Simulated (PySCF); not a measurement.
An unknown is described by computed data only.

Formula: C4H13BN2.

| Quantity | Value |
| --- | --- |
| Couplings | largest of the computed one-bond spin–spin couplings (means over like bonds): 11B–1H +143.1, 13C–1H +139.1 (×12), 15N–11B -35.2 (×2), 15N–13C -11.8 (×4) Hz [B3LYP/pcJ-1, spin–dipole term left out for some pairs] |
| UV, strongest line | among the 10 lowest singlet transitions: S2 at 6.40 eV (194 nm, f = 0.259) [TDDFT wB97X-D/def2-SVPD] |
| UV, first state | lowest singlet excitation: 5.88 eV (211 nm, f = 0.005) [TDDFT wB97X-D/def2-SVPD] |
| NMR, other nuclei | isotropic shieldings of nuclei other than C and H, by class: 82 (1 B), 213 (2 N) ppm [GIAO HF/pcSseg-1] |
| 13C NMR | chemical shifts (computed TMS as zero) by class: 38.4 (4 C) ppm [GIAO HF/pcSseg-1] |
| Rotational structure | rotational constants A, B, C: 4.784, 1.536, 1.237 GHz [PBE0-D3(BJ)/def2-SVP] |
| Dipole | 1.07 D [wB97X-D/def2-SVPD] |
| 1H NMR | chemical shifts (computed TMS as zero) by class: 3.78 (1 H), 2.52 (12 H) ppm [GIAO HF/pcSseg-1] |
| XPS | B1s 194.7, C1s 291.2 (×4), N1s 404.2 (×2) eV [ΔSCF SCAN, pcX-2 on the ionised atom, pcseg-1 elsewhere, spin-free X2C] |
| Polarisability | 84.1 au [wB97X-D/def2-SVPD] |

Gas-phase values; electronic properties from PySCF, density fitting. Levels stand in brackets. Geometry: PBE0-D3(BJ)/def2-SVP; no solvent, vibrations or thermal averaging. NMR classes are plain means over equivalent atoms (diastereotopic ones count apart unless rotation or inversion swaps them), as if these changed places fast.

**Question.** Give a SMILES that accounts for the data.

**Answer.** Numbering: `[CH3:1][N:2]([CH3:3])[BH:4][N:5]([CH3:6])[CH3:7]`. 4 carbons fall into 1 class: N-methyl carbon [C1/C3/C6/C7] (38.4 ppm, 4 C, up to 4.8 ppm apart in this geometry). Hydrogen classes from least to most shielded: 1 H on a three-coordinate boron, B4 (3.78 ppm), 12 H on 4 N-methyl carbons, C1/C3/C6/C7 (2.52 ppm, a mean of values up to 1.1 ppm apart in this geometry). The other shieldings belong to: 82 ppm, three-coordinate boron [B4]; 213 ppm, boron-bound nitrogen [N2/N5]. The couplings run between: +143.1 Hz, three-coordinate boron [B4] and its hydrogen; +139.1 Hz, N-methyl carbon [C1] and its hydrogen (with 11 like pairs); -35.2 Hz, boron-bound nitrogen [N2] and three-coordinate boron [B4] (with 1 like pair); -11.8 Hz, boron-bound nitrogen [N2] and N-methyl carbon [C1] (with 3 like pairs). The core levels belong to: B1s 194.7 eV, three-coordinate boron [B4]; C1s 291.2 eV, N-methyl carbon [C1/C3/C6/C7]; N1s 404.2 eV, boron-bound nitrogen [N2/N5]. One atom of each topological class was ionised and stands for its class. The optimised geometry has point group C2 and is an asymmetric top. Structure: `CN(C)BN(C)C`. The assignments are read from this structure; whether some other isomer fits the data as well wasn't checked.

The values belong to the conformer `[CH3:1][N:2]([CH3:3])[BH:4][N:5]([CH3:6])[CH3:7]`: C1–N2–B4–N5 165°, N2–B4–N5–C6 -17°.
